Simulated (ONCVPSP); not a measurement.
# Transferability test, ONCV potential for Be (Z = 4)

- Element: Be
- Generator: ONCVPSP 4.0.1
- Type: optimised norm-conserving Vanderbilt (ONCV)
- Functional: PBEsol
- Relativity: fully relativistic
- Frozen core: [He]
- Valence charge: 2
- Reference configuration: 2s2
- Partial waves: 2s: rc 2.30 bohr, ncon 4, nbas 9, qcut 2.9 1/bohr, 1 projector; p scattering state at 0.3 Ha: rc 1.85 bohr, ncon 4, nbas 7, qcut 3.6 1/bohr, 2 projectors, debl 3.1 Ha
- Local potential: polynomial inside 1.30 bohr (lpopt 5, dvloc0 1 Ha)
- Core correction: Teter function, fcfact 5.25, rcfact 1.05

Open shells are filled in proportion to 2j + 1.

In the p channel the program set the typed energies aside and used 0.050, 3.150 Ha (j = l + 1/2; the other j can differ).

Energies are relative to the spin-unpolarised reference configuration 2s2; without spin polarisation the order of configurations can differ from experiment.

| valence configuration | charge | ΔE all-electron (eV) | error AE − PS (meV) |
| --- | --- | --- | --- |
| 2s1 | +1 | 9.458 | +3.9 |
| 2s0 2p1 | +1 | 13.365 | -56 |

(1) What are ΔE and the potential's error for 2s1 2p1?

(2) What are ΔE and the potential's error for 2s1.5?

## Answers

(1) ΔE = 3.594 eV all-electron; the error (AE − PS) is -4.3 meV.

(2) ΔE = 3.721 eV all-electron; the error (AE − PS) is +0.9 meV.

These tests converged, but a pseudo level misses the all-electron one widely, so the file describes the atom poorly there or has found another state: 2s0 2p1: empty 2s by 7.0 eV.
